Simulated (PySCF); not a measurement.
An unknown is described by computed data only.

Elements present: C, Cl, H, N and O. Monoisotopic mass: 158.9836 u.

| Item | Value |
| --- | --- |
| Rotational structure | rotational constants A, B, C: 2.401, 0.774, 0.585 GHz [GFN2-xTB] |
| 13C NMR | chemical shifts (computed TMS as zero) by class: 185.1 (1 C), 174.4 (1 C), 168.0 (1 C), 166.1 (1 C) ppm [GIAO PBE0/pcSseg-1] |
| UV, first state | lowest singlet excitation: 4.06 eV (305 nm, f = 0.000) [TDDFT wB97X-D/def2-SVPD] |
| Triplet | lowest triplet excitation (Tamm–Dancoff): 3.72 eV [TDA wB97X-D/def2-SVPD] |
| 1H NMR | chemical shifts (computed TMS as zero) by class: 9.49 (1 H), 6.99 (1 H) ppm [GIAO PBE0/pcSseg-1] |
| Dipole | 0.77 D [wB97X-D/def2-SVPD] |
| NMR, other nuclei | isotropic shieldings of nuclei other than C and H, by class: -60 (1 N), -55 (1 N), -50 (1 N), -118 (1 O), 128 (1 O), 599 (1 Cl) ppm [GIAO PBE0/pcSseg-1] |

Gas-phase values; electronic properties from PySCF, density fitting. Levels stand in brackets. One conformer (not necessarily the lowest) at the GFN2-xTB geometry, without solvent, vibrations or thermal averaging. NMR classes are plain means over equivalent atoms (diastereotopic ones count apart unless rotation or inversion swaps them), as if these changed places fast.

Q: Which formula fits the mass and the elements?

A: C4H2ClN3O2 (calculated 158.9836). No other formula that holds each of these elements comes within 0.0003 u with a fitting electron parity and a possible valence count.

Q: What is the compound? Reason from the data.

A: Numbering: `[O:1]=[C:2]([OH:3])[c:4]1[n:5][cH:6][n:7][c:8]([Cl:9])[n:10]1`. Its formula, C4H2ClN3O2, gives 5 degrees of unsaturation: 1 ring and 4 π bonds in the structure found (Kekulé form). 4 carbons fall into 4 classes; from least to most shielded: aromatic C–Cl carbon [C8] (185.1 ppm), aromatic CH next to a ring nitrogen [C6] (174.4 ppm), substituted aromatic carbon [C4] (168.0 ppm), carboxylic acid carbon [C2] (166.1 ppm). Hydrogen classes from least to most shielded: 1 H on an aromatic CH next to a ring nitrogen, C6 (9.49 ppm), 1 H on an acid hydroxyl oxygen, O3 (6.99 ppm). The other shieldings belong to: -60 ppm, pyridine-type nitrogen [N7]; -55 ppm, pyridine-type nitrogen [N10]; -50 ppm, pyridine-type nitrogen [N5]; -118 ppm, acid carbonyl oxygen [O1]; 128 ppm, acid hydroxyl oxygen [O3]; 599 ppm, aryl chlorine [Cl9]. S1 is mainly HOMO→LUMO (weight 0.89); the largest Löwdin shares of the orbital it empties are 0.31 on a pyridine-type nitrogen, 0.22 on the acid carbonyl oxygen and 0.10 on each of 2 atoms of one kind (pyridine-type nitrogen), of the orbital it fills 0.21 on the substituted aromatic carbon, 0.15 on a pyridine-type nitrogen, 0.11 on the carboxylic acid carbon and 0.11 on a pyridine-type nitrogen. The optimised geometry has point group Cs and is an asymmetric top. Structure: `O=C(O)C1=NC=NC(Cl)=N1`. The assignments are read from this structure; whether some other isomer fits the data as well wasn't checked.

Conformer computed: `[O:1]=[C:2]([OH:3])[c:4]1[n:5][cH:6][n:7][c:8]([Cl:9])[n:10]1`: O1–C2–C4–N5 0°, H–O3–C2–O1 0°.
